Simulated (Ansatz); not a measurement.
The cluster Cr2O, relaxed as a singlet with RKS PBE-D4/def2-TZVP in Ansatz, starting from the GFN2-xTB geometry. Force threshold 0.02 eV/Å.

The restricted singlet is unstable: a solution with broken spin symmetry lies lower. The relaxation made no stability test and no search for a lower SCF solution. At PBE-D4/def2-TZVP a triplet of charge 0 lies 0.47 eV below the restricted singlet, each at its own geometry. The structure comes from a short search, and lower isomers may exist.

Start:

```xyz
3

Cr    0.341    0.054    0.168
Cr   -0.572   -1.401   -1.230
O     0.231    1.348    1.063
```

```
         step  energy (eV)  largest force component (eV/Å)  SCF passes
            1  -58872.0295                           3.847         115
            2  -58873.1156                           3.294          45
            3  -58873.9644                           1.559          41
            4  -58874.4437                           1.735          37
            5  -58874.7652                           2.205          37
            6  -58875.2057                           1.085          36
            7  -58875.2472                           1.045          36
            8  -58875.2581                           0.629          25
            9  -58875.2665                           0.039          25
           10  -58875.2679                           0.113          32
11 (rejected)  -58875.2674                           0.051          32
           12  -58875.2684                           0.001          26
```

Force components are those of the run's own axes.

End:

```xyz
3

Cr    0.898   -0.334    0.099
Cr   -0.578   -0.585   -0.641
O    -0.321    0.918    0.543
```

Bonds formed: Cr2–O3 (atoms count from 1).

No frequencies were taken in this run, so the end may be a saddle point.

Hardware: 4 threads of Arm Neoverse V2 on a shared host. Wall time 10 s.
